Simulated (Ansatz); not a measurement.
C2H3B (SMILES BC#C) moved off its minimum; all values from Ansatz (an electronic-structure program), cores frozen in correlated methods.
(charge 0, multiplicity 1)
```xyz
6

B     -1.12589    -0.07549    -0.64948
C      0.13246     0.02749     0.03946
C      1.11121     0.11195     0.73087
H      2.06545     0.22296     1.27411
H     -1.90070     0.94982    -0.61795
H     -1.48639    -0.92665    -1.40791
```

Question: Give the forces (eV/Å), the total energy and the dipole at CCSD(T)/cc-pVTZ.

Answer: 
```
atom      Fx      Fy      Fz
----  ------  ------  ------
B1    -3.340   1.760  -1.905
C2     0.293  -0.384   0.307
C3     3.129   0.400   1.626
H4    -1.241  -0.185  -0.559
H5     0.906  -1.363   0.184
H6     0.253  -0.228   0.347
```
Energy -102.5570 hartree, dipole 1.37 D.
